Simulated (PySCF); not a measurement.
Si(H)2(Me)(NCO) (C₂H₅NOSi), SMILES C[SiH2]N=C=O.

Geometry: PBE0-D3(BJ)/def2-SVP. One conformer was computed; it need not be the lowest.

Two levels are set side by side: TDDFT-PBE/def2-SVPD (PySCF) and TDDFT-PBE0/def2-SVPD (PySCF). Vertical, same geometry. The lowest singlet is HOMO→LUMO 97 % with PBE and HOMO−1→LUMO 56 %, HOMO→LUMO+2 16 % with the other functional; states are paired by order. Differences are taken from unrounded values.

```csv
quantity,TDDFT-PBE0
lowest singlet excitation (eV),7.22
lowest triplet excitation (TDA) (eV),6.55
first bright state (f over 0.05) (eV),8.11
its oscillator strength,0.20
```

### Question
What does TDDFT-PBE give, and how far is it from TDDFT-PBE0? (Estimate from the structure and the level; the computed values follow.)

### Answer

```csv
quantity,TDDFT-PBE,TDDFT-PBE minus TDDFT-PBE0
lowest singlet excitation (eV),6.63,-0.58
lowest triplet excitation (TDA) (eV),6.28,-0.27
first bright state (f over 0.05) (eV),7.43,-0.67
its oscillator strength,0.09,-0.11
```

A lower first singlet is the usual sign of a functional without exact exchange. Differences between two approximate levels are no errors against the true value.

Rough cost on one machine, each run with all the roots and properties that it gave: TDDFT-PBE0 against TDDFT-PBE about 4 times.
